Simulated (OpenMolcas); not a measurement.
**Er2+: from CASSCF to CASPT2**

- Program: OpenMolcas 26.06
- Basis: ANO-RCC-VTZP [8s7p5d3f2g1h]
- Scalar Hamiltonian: DKH2, point nucleus
- Active space: 12 electrons in 7 orbitals (4f)
- State averaging: 2S+1 = 3 even, 21 roots; 2S+1 = 1 even, 28 roots (27 in the spin-orbit step)
- Spin-orbit coupling: state interaction with AMFI integrals over the reference wave functions, term energies averaged over their components

Methods on the same reference wave functions:
A. CASSCF
B. SS-CASPT2, IPEA 0.25 Eh, imaginary shift 0.1 Eh (closed shells correlated: 5s 5p)
C. XMS-CASPT2, IPEA 0.25 Eh, imaginary shift 0.1 Eh (closed shells correlated: 5s 5p)

Energies in eV above 4f¹² ³H₆, the measured ground level; measured values from Martin, Zalubas and Hagan, Atomic Energy Levels: The Rare-Earth Elements, NSRDS-NBS 60 (1978); the list in Deprince et al., Eur. Phys. J. D 78, 105 (2024).

```tsv
Level	A	B	C	Measured
4f¹² ³H₆	0.0000	0.0000	0.0000	0.0000
4f¹² ³F₄ [51 %]	0.7775	0.625	0.659	
4f¹² ³H₅	0.8766	0.879	0.879	0.8641
4f¹² ³H₄ [60 %]	1.4323	1.357	1.372	1.3372
4f¹² ³F₃	1.7906	1.550	1.612	1.5464
4f¹² ³F₂	1.9577	1.671	1.729	1.6390
4f¹² ¹G₄ [59 %]	2.3679	2.316	2.311	2.2793
4f¹² ¹D₂ [51 %]	3.8725	3.311	3.326	
4f¹² ¹I₆	4.6560	4.228	4.210	
4f¹² ³P₁	5.1416	4.390	4.342	
4f¹² ³P₂ [65 %]	5.1920	4.504	4.487	
4f¹² ³P₀	5.2834	4.532	4.484
```

Deviations, from unrounded energies. A percentage is the sum of absolute deviations over the sum of measured energies, with the sign that they share, or ± where signs differ.

```tsv
Against measurement	Levels	A	B	C
mean absolute deviation (cm-1)	5	1200	170	380
fine structure of the ground term (%)	2	+4.9	+1.6	+2.3
other terms of the ground configuration (%)	3	+11.9	+1.3	+3.4
```

B lies closest to measurement on these levels and A furthest from it. The largest miss of B in the table is 4f¹² ¹G₄ [59 %], by +290 cm-1. The ranking rests on the paired levels alone, and a cruder setting can come out closer through cancelling errors.

Between B and C the level of the table that moves most is 4f¹² ³F₃, by 510 cm-1 (lowest in B, highest in C). Moves below CASPT2's spread within the term are not significant.

The mean deviations of B to C differ by less than CASPT2's widest spread within a term (1200 cm-1), so their order carries little weight.

From A to B the spin-free energies of the other terms of 4f¹² shown, above ³H, scale by factors of 0.73 to 0.96, as is usual when dynamic correlation screens the repulsion within a d or f shell.

The lowest spin-free term lies below A's lowest term by 1.132 hartree in B, 1.139 hartree in C.

CASPT2 breaks the degeneracy within a term, and the mean is taken; among the terms shown or strongly mixed into the levels shown the widest spread is 1200 cm-1 (4f¹² ¹I, B). Some high roots are left out of the spin-orbit mixing, which shifts the levels that they would mix with. Without dynamic correlation excited terms often stand tens of per cent too high (terms of higher spin than the ground term too low), and those without a measured partner can miss by more than the paired ones (holds for A). The CASPT2 spread within a term exceeds the gap to the next term for 4f¹² ¹I and 4f¹² ³P, so the order of their levels is uncertain (holds for B; C). Computed and measured levels are paired by configuration, term and J; levels that our copy of the source lacks, or whose pairing is in doubt (as where it misses far off the trend of its configuration), stay unpaired and out of the deviations. Only configurations of the active space appear.

A share in square brackets marks a mixed level and gives the weight of the term that names it, the lowest over the columns.
